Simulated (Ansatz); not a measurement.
Frontier orbitals of F3GaH3P.

Cartesian coordinates in Å:
```
F -1.084 1.802 -2.207
P -0.160 1.526 -0.971
F -0.441 -0.049 -0.899
F -1.170 1.946 0.148
Ga 0.692 -1.304 0.955
H 1.536 -2.212 -0.004
H 1.259 0.108 1.366
H -0.633 -1.817 1.612
```

Total charge 0; spin multiplicity 1. Correlated methods include outer-core shells of Ga, which these sets cover unevenly. Scalar relativity is left out up to krypton. The bonds changed during the relaxation, so this is another structure than the one it started from. The structure was optimised at the PBE0-D4/def2-TZVP level. Basis def2-TZVPP, the Gaussian-basis code of Ansatz.

| functional | HOMO (eV) | LUMO (eV) | gap (eV) |
| --- | --- | --- | --- |
| PBE | -7.20 | -2.20 | 5.00 |
| B97M-V | -7.62 | -2.08 | 5.54 |
| PBE0 | -8.47 | -1.34 | 7.13 |
| B3LYP | -8.28 | -1.60 | 6.68 |
| r2SCAN0 | -8.69 | -1.18 | 7.51 |
| HSE06 (plane-wave form) | -8.06 | -1.71 | 6.35 |
| CAM-B3LYP | -9.87 | -0.38 | 9.49 |
| LC-ωPBE | -11.25 | 0.84 | 12.09 |
| ωB97M-V | -10.70 | 0.48 | 11.18 |

Against PBE, PBE0 changes HOMO and LUMO by −1.27 and +0.85 eV, ωB97M-V by −3.49 and +2.67 eV. A gap of 5.01 eV thus becomes 11.17 eV for the same molecule, so an orbital gap means little without its functional. A positive LUMO is unbound and depends on the basis.

B3LYP here is the variant with VWN-RPA as its local correlation; programs differ in this. LC-ωPBE has ω = 0.4 bohr⁻¹.
